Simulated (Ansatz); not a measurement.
FH3NSn, SMILES `[NH2][SnH][F]` radical, charge 0, multiplicity 2.

Question: Give a relaxed structure at PBE0-D4/def2-TZVP (the Gaussian-basis code of Ansatz). (Best estimate.)

Answer: Ansatz gave: 
```xyz
6

N    -0.2907    0.9703    0.2496
Sn   -0.1108   -0.9028   -0.5229
F     1.8173   -1.0569   -0.4492
H     0.4435    1.5972   -0.0606
H    -1.1821    1.4297    0.1070
H    -0.6771   -2.0376    0.6761
```
